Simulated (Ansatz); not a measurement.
CH4BClSn. Charge 0, multiplicity 1. Sn: def2 effective core potential. The bonds changed during the relaxation, so this is another structure than the one it started from. The geometry is a stationary point of PBE0-D4/def2-TZVP.

```xyz
8

Cl    1.823    0.920   -0.199
Sn   -0.468    1.077   -1.478
B     0.487   -0.532    0.018
C    -0.790    0.254    0.517
H     0.328   -0.814   -1.264
H     0.990   -1.530    0.448
H    -1.710   -0.325    0.616
H    -0.660    0.950    1.342
```

Q: What is the dipole moment at ωB97M-V/def2-TZVPP? (Estimate.)

A: The calculation gave: 3.08 D, with components (-2.29, 1.28, -1.60) D in this frame, pointing from negative to positive charge.

Q: And with PBE, r2SCAN, B3LYP? (Estimate.)

A: Ansatz gave: PBE 2.75 D, r2SCAN 2.79 D, B3LYP 2.99 D.

Q: Give the Mulliken charges with ωB97M-V, B3LYP, r2SCAN in def2-TZVPP. (An estimate is asked.)

A: The calculation gave: 
```
atom  ωB97M-V  B3LYP  r2SCAN
 Cl1    -0.18  -0.24   -0.23
 Sn2     0.54   0.59    0.56
  B3    -0.27  -0.10   -0.03
  C4    -0.46  -0.45   -0.43
  H5     0.00  -0.07   -0.09
  H6     0.11   0.05    0.02
  H7     0.13   0.11    0.09
  H8     0.14   0.12    0.10
```

B3LYP here is the variant with VWN-RPA as its local correlation; programs differ in this.
